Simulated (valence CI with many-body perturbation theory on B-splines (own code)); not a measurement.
Values are calculated unless marked as measured or tabulated.
# Ladder of approximations for Sb³⁷⁺

Method: configuration interaction combined with many-body perturbation theory (CI+MBPT): four valence electrons over a frozen Dirac-Fock core [Ne], radial functions for each j: 11 s, 11 p, 9 d, 7 f, 5 g, 2 h, 1 i, with the one-electron correlation potential Σ1, the two-electron term Σ2, the three-electron term Σ3, Breit, model QED; selected CI, second order for the rest (own B-spline code, finite nucleus).

No measured spectrum was set against this ion. As an estimate, large intervals hold to a few tenths of a per cent, small ones and those within an open d or f shell to about a per cent.

Each rung adds one term. CI alone is the Dirac-Coulomb CI over the frozen core; QED comes last and gives the full result, which names the levels. Energies are above (3s^2 3p1/2^2) J=0 on the same rung, in cm⁻¹.

Levels are named by their leading jj configuration (3d3/2^4 stands for four electrons in 3d with j = 3/2), which in mixed levels can hold well under half, so a name can repeat and another be missing. Letters in brackets count levels of one name in rising energy.

```
                         Level  CI alone     Σ1     Σ2     Σ3   Breit     QED     Full
        (3s^2 3p1/2 3p3/2) J=1    451739   +565   +528   +129   -7467    +901   446394
        (3s^2 3p1/2 3p3/2) J=2    500895   +576   +248    +26   -8629    +951   494066
            (3s^2 3p3/2^2) J=2    986738  +1132   +758    +64  -15514   +1782   974961
            (3s^2 3p3/2^2) J=0   1091530  +1136   +336   -189  -14336   +1695  1080170
        (3s 3p1/2^2 3p3/2) J=2   1205030  -1076   +794   +487   -1225   -7967  1196040
        (3s 3p1/2^2 3p3/2) J=1   1355920  -1052   -798   +333   -1550   -7261  1345590
        (3s^2 3p1/2 3d3/2) J=2   1557440   -919   -823   -102  -11609    -534  1543450
    (3s 3p1/2 3p3/2^2) J=2 [a]   1598340   -531  +1468   +551   -9173   -5623  1585030
        (3s 3p1/2 3p3/2^2) J=3   1677180   -477   +677   +350  -12495   -4395  1660840
        (3s^2 3p1/2 3d3/2) J=1   1754960   -909  -4815   -676   -9175   -2193  1737190
        (3s 3p1/2 3p3/2^2) J=0   1802100   -526   +479   +303   -7470   -6632  1788250
        (3s^2 3p1/2 3d5/2) J=2   1810200   -473  -2331   -305  -13026   -2324  1791740
        (3s^2 3p1/2 3d5/2) J=3   1815780   -443  -1788   -351  -14630   -2223  1796350
    (3s 3p1/2 3p3/2^2) J=1 [a]   1865180   -532   -934   +107   -9262   -5857  1848700
    (3s 3p1/2 3p3/2^2) J=2 [b]   1909870   -520  -3268   -151  -10652   -4906  1890370
    (3s 3p1/2 3p3/2^2) J=1 [b]   1951840   -565  -4263    -35   -7577   -6988  1932420
        (3s^2 3p3/2 3d5/2) J=2   2156980   +106   +561   +218  -20312   -1699  2135860
        (3s^2 3p3/2 3d5/2) J=4   2193610   +162   -521   -249  -24168    +923  2169760
        (3s^2 3p3/2 3d3/2) J=2   2210660   -424  -5231   -664  -16721   -1252  2186370
        (3s^2 3p3/2 3d3/2) J=1   2209940   -379  -4097   -577  -16925    -791  2187170
        (3s^2 3p3/2 3d3/2) J=3   2216860   -330  -3963   -794  -19811    +169  2192130
        (3s^2 3p3/2 3d3/2) J=0   2222380   -379  -3851   -716  -16543    -218  2200680
        (3s 3p1/2^2 3d3/2) J=1   2325690  -2572   -932    +33   -3314   -9303  2309600
        (3s 3p1/2^2 3d3/2) J=2   2352820  -2529  -1089     +9   -4237   -9448  2335520
        (3s^2 3p3/2 3d5/2) J=3   2392820    +48  -4664  -1167  -22771    +612  2364880
        (3s^2 3p3/2 3d5/2) J=1   2397090   +114  -3003   -893  -20117    -868  2372330
              (3s 3p3/2^3) J=2   2430290    +17  -4332   -553  -17506   -3980  2403940
        (3s 3p1/2^2 3d5/2) J=3   2493520  -2061  -1716   -101   -8995   -8942  2471700
        (3s 3p1/2^2 3d5/2) J=2   2528420  -2100  -1318   +312   -6255  -11051  2508010
              (3s 3p3/2^3) J=1   2551840     -4  -5515   -719  -16239   -4838  2524530
(3s 3p1/2 3p3/2 3d3/2) J=2 [a]   2679550  -2100  -1323    +30   -7958  -10031  2658170
```

The middle columns are the shifts that each term adds.

Q: How does the ionisation energy move along the ladder, and which term matters most?

A: CI alone 2571.3, + Σ1 2572.2, + Σ2 2572.2, + Σ3 2572.0, + Breit 2569.5, + QED 2569.6 eV. The largest step is Breit, -2.5 eV. NIST lists 2567 ± 4 eV (theoretical).
